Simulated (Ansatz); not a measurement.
`OC([SiH3])N[SiH3]` + `[OH][GaH][SH]` → `[SiH3][O][GaH][SH]` + `OCN[SiH3]`  (ligand exchange at the Si–C bond)

Computed with Ansatz on PBE0-D4/def2-TZVP structures; ΔE is electronic, products minus reactants. CBS: MP2 limit from def2 TZ/QZ plus the TZ coupled-cluster correction, frozen cores. For Ga outer-core shells are correlated without core-valence functions, which leaves a few kJ/mol of doubt a bond. Scalar relativity is left out up to krypton. Each species was taken in one conformer, which may not be the lowest.

| level | ΔE (kJ/mol) |
| --- | --- |
| MP2/def2-QZVPP | -129.2 |
| HF/CBS(def2) | -156.4 |

(1) What does CCSD(T)/CBS give? (Best estimate.)

Largest T1 diagnostic among the species: 0.014.

Answers

(1) The calculation gave: -126.1 kJ/mol. The listed levels differ from it by -3.1, -30.3 kJ/mol.

From PBE to PBE0 (25 % exact exchange), in def2-TZVPP and without D4, ΔE moves by −9.2 kJ/mol. In def2-TZVPP, CCSD(T) changes the Hartree–Fock value by +26.7 kJ/mol (the triples alone add +3.8 kJ/mol) and MP2 by +24.9 kJ/mol.
